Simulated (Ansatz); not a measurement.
This geometry of CH₂BF₂ (6 atoms, charge 1, multiplicity 1) is a first-order saddle point.

These are results of RKS PBE0/cc-pVDZ (Ansatz 0.2.0), not measurements.

```xyz
6
Properties=species:S:1:pos:R:3
C -0.316 0.742 -0.153
B 0.317 -0.744 0.153
F 0.693 -0.978 1.371
F 0.389 -1.565 -0.847
H -0.664 1.035 -1.160
H -0.419 1.510 0.635
```

Q: Which two structures does it join? (They come from a converged band through this point; their orientation in space is the band's.)

A: No bond is made or broken. The dihedral H5–C1–B2–F4 goes from -90 to 90°. The two ends are copies of one structure, up to a mirror image or an exchange of like atoms.

First end point:

```xyz
6
Properties=species:S:1:pos:R:3
C -0.304 0.714 -0.147
B 0.310 -0.730 0.151
F 0.194 -1.156 1.372
F 0.864 -1.331 -0.859
H 0.286 1.644 -0.043
H -1.351 0.858 -0.473
```

Last end point:

```xyz
6
Properties=species:S:1:pos:R:3
C -0.304 0.714 -0.147
B 0.311 -0.730 0.150
F 0.196 -1.155 1.372
F 0.862 -1.332 -0.859
H -1.352 0.859 -0.471
H 0.287 1.644 -0.045
```

Q: How far does it lie above each of them?

A: 0.262 eV above the first and 0.262 eV above the second. This is the barrier of this one path; another mechanism may lie lower. Limits of this set-up: the dipole of an ion depends on the origin.

The run took 110 s on 1 thread of Arm Neoverse V2 (shared host), peak memory 0.11 GiB.
